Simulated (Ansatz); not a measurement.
Relaxation of AlGeH₇Si (10 atoms, charge 0, multiplicity 1), to a largest force component of 0.015 eV/Å in at most 40 steps.

The calculation used Ansatz 0.2.0, RKS BHLYP-D4/def2-SVP.

```xyz
10
Properties=species:S:1:pos:R:3
Si -1.459 1.114 -0.860
Al 0.633 0.191 -0.681
Ge 1.112 -1.264 1.195
H -2.442 0.103 -0.961
H -1.563 1.983 -2.101
H -1.774 2.008 0.309
H 1.779 0.496 -1.779
H 0.911 -0.551 2.492
H 2.606 -1.833 1.088
H 0.150 -2.518 1.164
```

**Question.** Where does it end, and by what steps?

**Answer.** The run converged. After 4 steps the energy has fallen by 0.323 eV; H9 moved furthest, 0.13 Å.

```tsv
step	energy less start (eV)	largest force component (eV/Å)	accepted
0	0.0000	2.400	yes
1	-0.2962	0.579	yes
2	-0.3162	0.429	yes
3	-0.3232	0.020	yes
4	-0.3233	0.005	yes
```

```xyz
10
Properties=species:S:1:pos:R:3
Si -1.519 1.192 -0.920
Al 0.716 0.190 -0.721
Ge 1.178 -1.329 1.190
H -2.559 0.129 -0.962
H -1.680 2.036 -2.131
H -1.808 2.040 0.268
H 1.844 0.503 -1.781
H 0.966 -0.606 2.531
H 2.604 -1.899 1.205
H 0.212 -2.525 1.188
```

Whether the end is a true minimum wasn't checked by a vibrational analysis.

Time of the run: 13 s on 2 threads of Arm Neoverse V2 (shared host), peak memory 0.23 GiB.
